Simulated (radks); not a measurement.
Results of a calculation; reference values are marked as such.
The table gives one normalised radial function P(r) = r R(r) (large component) of Cr+ in [Ar] 3d4 4f1 (r in bohr). Code: a radial shooting solver on a logarithmic mesh with Libxc functionals. Model: Dirac Kohn-Sham, SOGGA, spin-unpolarised, spherical densities, point nucleus; open shells are shared between the two j in proportion to 2j + 1.

r,P
0.006027,0.1398
0.007016,0.1584
0.008168,0.1786
0.009433,0.1993
0.01098,0.2223
0.01278,0.2463
0.01488,0.2706
0.01733,0.2942
0.02017,0.3159
0.0233,0.3331
0.02712,0.3459
0.03157,0.3505
0.03675,0.3442
0.04279,0.3235
0.04981,0.2854
0.05799,0.2270
0.06697,0.1512
0.07796,0.0495
0.09076,-0.0722
0.1057,-0.2078
0.123,-0.3471
0.1432,-0.4752
0.1654,-0.5692
0.1925,-0.6196
0.2241,-0.6004
0.2609,-0.4973
0.3038,-0.3064
0.3536,-0.0385
0.4084,0.2619
0.4754,0.5886
0.5535,0.8781
0.6444,1.0837
0.7501,1.1741
0.8733,1.1421
1.009,1.0159
1.174,0.8178
1.367,0.5973
1.591,0.3937
1.852,0.2321
2.157,0.1209
2.511,0.0548
2.899,0.0224
3.375,0.0073
3.929,0.0019
4.574,0.0004
5.325,0.0001
6.2,0.0000
7.16,0.0000
8.335,0.0000
9.704,0.0000
11.3,0.0000
13.15,0.0000
15.31,0.0000
17.68,0.0000
20.58,0.0000
23.96,0.0000
27.9,0.0000

Which n and l does it have? It may be an empty orbital.

Answer. n = 3, l = 0: the number of nodes gives n - l - 1 = 2, the rise at small r points to l (this Dirac orbital starts as r^gamma with gamma = sqrt((l + 1)^2 - (Z/c)^2) = 0.98; the j = 1/2 orbital of l + 1 starts with the same power, but with a smaller coefficient, and then steepens), and the extent must fit the shell. The curve is that of 3s1/2. 3s1/2: eigenvalue -91.376 eV, 2 radial nodes at r = 0.0832, 0.361 bohr, <r> = 0.898 bohr, 90 % of the charge inside 1.35 bohr.
